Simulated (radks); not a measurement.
Valence configurations of Hg+ (all share [Xe]). Method: scalar-relativistic Kohn-Sham, LDA (Slater exchange, Perdew-Wang correlation), spin-polarised, spherical densities, point nucleus; open shells are filled with parallel spins first (spin-orbit coupling, left out, can overturn this in heavy ions); computed with a radial shooting solver on a logarithmic mesh with Libxc functionals. Energies are relative to 4f14 5d10 6s1; eigenvalues in eV for spin up.

4f14 5d10 6s1: E (eV) 0.000; moment (Bohr magnetons) 1; e(4f) -105.42; e(5d) -19.222; e(6s) -15.417
4f14 5d9.5 6s1 6p0.5: E (eV) 5.721; moment (Bohr magnetons) 2; e(4f) -108.19; e(5d) -21.504; e(6p) -8.934; e(6s) -16.777
4f14 5d10 6p1: E (eV) 7.538; moment (Bohr magnetons) 1; e(4f) -107.27; e(5d) -20.888; e(6p) -8.979
4f14 5d9 6s1 6p1: E (eV) 11.926; moment (Bohr magnetons) 3; e(4f) -110.96; e(5d) -23.760; e(6p) -9.803; e(6s) -18.057
4f14 5d8 6s1 6p2: E (eV) 25.856; moment (Bohr magnetons) 5; e(4f) -116.53; e(5d) -28.216; e(6p) -11.364; e(6s) -20.455
4f13 5d10 6s2: E (eV) 97.496; moment (Bohr magnetons) 1; e(4f) -122.02; e(5d) -23.137; e(6s) -16.467
4f13 5d10 6s1 6p1: E (eV) 105.03; moment (Bohr magnetons) 3; e(4f) -123.81; e(5d) -24.990; e(6p) -9.839; e(6s) -18.171
4f13 5d10 6p2: E (eV) 113.48; moment (Bohr magnetons) 3; e(4f) -125.57; e(5d) -26.562; e(6p) -10.668
4f13 5d9 6s1 6p2: E (eV) 120.74; moment (Bohr magnetons) 5; e(4f) -129.58; e(5d) -29.622; e(6p) -11.439; e(6s) -20.633

NIST lists [Xe] 4f14 5d10 6s1 as the ground configuration; this level of theory agrees among the configurations tried. The energies are those of spherical high-spin densities, not of single terms.
